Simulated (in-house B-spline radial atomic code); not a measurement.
The numbers below are computed, except where a source is named.
# Correlation energy from the adiabatic connection: ω²r²/2 − Z/r, ω = 0.0142, Z = 1.5

Two electrons in a singlet, external potential ω²r²/2 − Z/r, ω = 0.0142, Z = 1.5 (atomic units). Full CI in B-splines (partial waves to l = 8, correlation up to 0.6 % small) with the density held fixed gives W(λ) = <V_ee>_λ − U, and E_c is the integral of W(λ) − W(0) from 0 to 1.

```json
{"λ": "0", "W(λ) − W(0) (hartree)": "0.00000"}
{"λ": "0.02", "W(λ) − W(0) (hartree)": "-0.00198"}
{"λ": "0.05", "W(λ) − W(0) (hartree)": "-0.00490"}
{"λ": "0.12", "W(λ) − W(0) (hartree)": "-0.01150"}
{"λ": "0.25", "W(λ) − W(0) (hartree)": "-0.02301"}
{"λ": "0.4", "W(λ) − W(0) (hartree)": "-0.03517"}
{"λ": "0.6", "W(λ) − W(0) (hartree)": "-0.04979"}
{"λ": "0.8", "W(λ) − W(0) (hartree)": "-0.06283"}
{"λ": "1", "W(λ) − W(0) (hartree)": "-0.07451"}
```

Integrate the table by the trapezoid rule.

The strips give -0.00002, -0.00010, -0.00057, -0.00224, -0.00436, -0.00850, -0.01126, -0.01373, which sum to -0.04080 hartree. The direct value, W(1) − W(0) + T_c with T_c = 0.03362, is -0.04090; the curve is convex, so chords lie above it and the trapezoids fall short in size by 0.25 %.

Now use only three numbers: W(0) = -0.71003, the initial slope W'(0) = -0.09967 (extrapolated from the first points) and the strong-coupling limit of the point-charge-plus-continuum model, W∞ = -1.017. What do second-order theory and the interpolation W(λ) = W∞ + (W(0) − W∞)/√(1 + 2χλ) of Seidl, Perdew and Levy give?

Second order keeps the slope alone: E_c = W'(0)/2 = -0.04983, +22 % in size against -0.04090. Matching the slope fixes χ = W'(0)/(W∞ − W(0)) = -0.09967/(-0.30697) = 0.32469. Integrating, with s = √(1 + 2χ) = 1.284282, E_c = −(W(0) − W∞)(s − 1)/(s + 1) = −0.30697 × 0.284282/2.284282 = -0.03820 hartree, -6.6 % in size against the full result. At λ = 1 the formula gives W − W(0) = -0.06795 against -0.07451. Part of the miss can come from the model's W∞.
